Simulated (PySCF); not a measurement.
C3H7FOSi, SMILES CC(=O)[Si@@H](C)F. Atoms are numbered in the order given.

```xyz
13

C     -2.0642     0.6578     0.6170
C     -1.1120    -0.2973    -0.0592
O     -1.4836    -1.1707    -0.8233
Si     0.7906    -0.2220     0.2312
C      1.6484    -0.0912    -1.4173
F      1.1311     1.0870     1.1568
H     -1.7910     1.6978     0.3690
H     -3.0999     0.4505     0.3105
H     -1.9653     0.5679     1.7126
H      1.1976    -1.4312     0.9957
H      2.7403    -0.1949    -1.3210
H      1.4302     0.8765    -1.8961
H      1.2740    -0.8922    -2.0749
```

Coordinates come from a B3LYP-D3(BJ)/def2-SVP optimisation. The structure was generated by enumeration; whether it is a known compound was not checked. Other conformers were not sampled.

All values below come from PBE/def2-TZVP run with PySCF.

The molecule is in vacuum.

```yaml
total_energy: -582.80418 hartree
highest_occupied_level: -5.51 eV
lowest_empty_level: -2.45 eV
orbital_gap: 3.06 eV
dipole_moment: 0.98 D
quadrupole, principal values (traceless, Buckingham form, about the centre of nuclear charge): -12.73, 3.24, 9.49 D·Å
mean_static_polarisability: 66.2 bohr³ (9.82 Å³)
polarisability_principal_values: 56.8, 64.3, 77.6 bohr³
```
